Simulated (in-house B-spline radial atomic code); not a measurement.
Atomic self-consistent-field run: the krypton ion Kr⁵⁺ (an excited or competing configuration). Computed with a B-spline radial code for spherical atoms: Dirac-Hartree-Fock, average of configuration, Fermi nucleus of rms radius 4.1884 fm.

Command:
```bash
python run_scf.py task.json out
```
Settings (nuclear radius in fm, mass in u):
```
Z                36
configuration    [Ar] 3d10 4s2 6p1
hamiltonian      dirac
method           hf
spin_polarised   False
nucleus          fermi
rms_radius       4.1884
atomic_mass      83.9115
speed_of_light   137.035999084
```

Output (hartree, bohr):
```
 radial grid: 71 intervals, B-splines of order 8, outer radius 33.6842 bohr

 iter        energy (Eh)    residual
    1      -2774.2423467    4.91e-01
    2      -2778.5934888    3.50e-01
    3      -2779.9832305    8.77e-02
    4      -2780.0730466    2.26e-02
    5      -2780.0772686    1.03e-02
    6      -2780.0787830    4.31e-04
    7      -2780.0787848    1.03e-04
    8      -2780.0787849    5.70e-06
    9      -2780.0787849    2.89e-07

 total energy                    -2780.078785
 kinetic                           2856.18341
 electron-nucleus                 -6624.07932
 electron-electron                  987.81713

 first-order corrections (not in the total)
   Gaunt                            1.57344
   retardation                     -0.15051
   frequency dependence            -0.00725
   self-energy                      1.05761
   Uehling                         -0.10896
   Wichmann-Kroll                   0.00123
   recoil                           0.01318

 orbital      occ     eigenvalue          <r>       <r^2>       <1/r>     <1/r^3>       r_max    small
 1s1/2      2.000     -532.96497    0.0414684  0.00231653     36.7701           -     0.02708  1.71e-02
 2s1/2      2.000      -75.29421     0.182642   0.0394018     8.25906           -       0.154  3.42e-03
 2p1/2      2.000      -68.09076      0.15736   0.0303973     8.19148           -      0.1213  3.39e-03
 2p3/2      4.000      -66.09415     0.161291   0.0318086     7.91058     1424.22      0.1245  3.30e-03
 3s1/2      2.000      -14.37229     0.525676    0.317001     2.72871           -      0.4655  8.38e-04
 3p1/2      2.000      -11.75144     0.530504     0.32851     2.60433           -      0.4576  7.81e-04
 3p3/2      4.000      -11.44321     0.540107    0.340292     2.54034     211.961       0.466  7.60e-04
 3d3/2      4.000       -6.92060     0.543241    0.359174     2.30224     27.8064      0.4108  6.45e-04
 3d5/2      6.000       -6.86943     0.546877    0.363854     2.28501     26.8712      0.4135  6.38e-04
 4s1/2      2.000       -3.71512      1.38609     2.15374    0.956713           -       1.258  1.67e-04
 6p1/2      0.333       -0.83934      5.25298     30.8297    0.260921           -       5.468  2.96e-05
 6p3/2      0.667       -0.83387       5.2886     31.2456    0.258736     3.80754       5.508  2.93e-05
```

Time taken, with all properties: 1.1 s on 1 thread of Arm Neoverse V1, on a shared host.

For the Dirac Hamiltonian the kinetic term is c α·p + (β - 1)c².
